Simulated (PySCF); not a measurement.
Ge3H8.
Cartesian coordinates in Å at the PBE0-D3(BJ)/def2-SVP level; atoms count from 1:
```
atom  x, y, z in Å
Ge1    1.8144    0.7652   -0.0019
Ge2    0.1127   -0.9561   -0.0711
Ge3   -2.1040    0.0045    0.1202
H4     3.2218    0.1582   -0.1497
H5     1.5847    1.7712   -1.1452
H6     1.7386    1.5201    1.3385
H7     0.3437   -1.9596    1.0772
H8     0.2215   -1.7251   -1.4042
H9    -2.3386    1.0035   -1.0281
H10   -2.2357    0.7547    1.4588
H11   -3.1863   -1.0889    0.0569
```

Level: CAM-B3LYP/def2-SVPD in PySCF, non-relativistic, on one gas-phase PBE0-D3(BJ)/def2-SVP geometry that isn't relaxed in the solvent. The solvent is an IEF-PCM continuum (Bondi radii, 1.10 Å for H, scaled by 1.2), and excitations are vertical TDDFT with non-equilibrium linear response and a frozen core. The model holds no explicit solvent molecules, cavitation or dispersion. Spin–orbit coupling is left out although an atom past zinc is present.

Gas-phase singlets (H = HOMO, L = LUMO):

```
state  E (eV)  λ (nm)      f  leading configuration
   S1   6.862     181  0.299                H→L 56%
   S2   6.944     179  0.338              H→L+1 63%
   S3   7.141     174  0.053              H→L+2 88%
   S4   7.190     172  0.001              H→L+4 92%
   S5   7.369     168  0.136              H→L+3 67%
```

Question: Give the list for chloroform (ε = 4.711), n² = 2.09.

Answer: 
| state | E (eV) | λ (nm) | f | leading configuration | change by rank (eV) |
| --- | --- | --- | --- | --- | --- |
| S1 | 6.753 | 184 | 0.938 | H→L 91% | -0.109 |
| S2 | 6.908 | 179 | 0.068 | H→L+1 95% | -0.036 |
| S3 | 7.097 | 175 | 0.120 | H→L+2 90% | -0.044 |
| S4 | 7.188 | 172 | 0.001 | H→L+4 92% | -0.002 |
| S5 | 7.330 | 169 | 0.137 | H→L+3 58% | -0.039 |

Question: What are the lowest 5 singlets in acetonitrile (ε = 35.69)?

Answer: 
```tsv
state	E (eV)	λ (nm)	f	leading configuration	change by rank (eV)
S1	6.771	183	0.874	H→L 90%	-0.091
S2	6.916	179	0.071	H→L+1 94%	-0.028
S3	7.102	175	0.105	H→L+2 90%	-0.039
S4	7.195	172	0.001	H→L+4 92%	+0.005
S5	7.337	169	0.134	H→L+3 59%	-0.032
```

Question: The ground-state energy changes by -0.016 eV from gas to acetonitrile. By how much does the total energy of gas-phase S3 change?

Answer: E(S3) = E(S0) + excitation energy, so it changes by -0.016 − 0.039 = -0.055 eV: it is lowered more than the ground state, which is what a red shift means. This is the vertical state, with the slow part of the continuum still set for S0.

Question: How do the frontier levels move from gas to acetonitrile?

Answer: 
```
orbital  gas (eV)  solvent (eV)  change (eV)
 LUMO+2      0.79          0.94        +0.15
 LUMO+1      0.75          0.92        +0.17
   LUMO      0.52          0.66        +0.14
   HOMO     -9.01         -8.84        +0.17
 HOMO-1     -9.74         -9.57        +0.17
 HOMO-2    -10.57        -10.41        +0.16
 HOMO-3    -11.01        -10.85        +0.16
```

The HOMO–LUMO gap goes from 9.53 to 9.50 eV.

Cost: about 50 s of CPU time on one thread; the machine was shared, so the figure is rough. This is the whole response run at CAM-B3LYP/def2-SVPD in acetonitrile, SCF included.
